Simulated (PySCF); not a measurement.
Problem. Write Cartesian coordinates for `[NH2][GeH2][SH]` as optimised with PBE0-D3(BJ)/def2-SVP.

Solution. 
```
atom  x, y, z in Å
N1    -1.2733   -0.2604    0.1361
Ge2    0.1494    0.8896    0.1948
S3     1.9973    0.0971    1.1942
H4    -1.1446   -1.0550   -0.4858
H5    -1.5580   -0.6141    1.0468
H6     0.4742    1.2597   -1.2612
H7    -0.2466    2.0939    1.0585
H8     2.2812   -0.7828    0.2098
```

Orientation and origin are arbitrary. Atoms count from 1 in this order. Ge2 (germanium bonded to N, S and 2 H) is distorted tetrahedral (angles from 103.8° to 115.6°). N1 (nitrogen bonded to Ge and 2 H) is pyramidal (angles 114.3°, 114.0° and 108.1°, sum 336.5°, 0.34 Å off the plane of its three neighbours). S3 (sulfur bonded to Ge and H) is bent (angle 94.5°).

Bonds between heavy atoms (Å): N1–Ge2 1.830, Ge2–S3 2.245.

Computed, not measured: PySCF 2.14.0, PBE0-D3(BJ)/def2-SVP geometry optimisation, gas phase.

Not checked by PBE0-D3(BJ)/def2-SVP frequencies. The numbers are those of one conformer (H–N1–Ge2–S3 -70° and 55°, N1–Ge2–S3–H 70°).
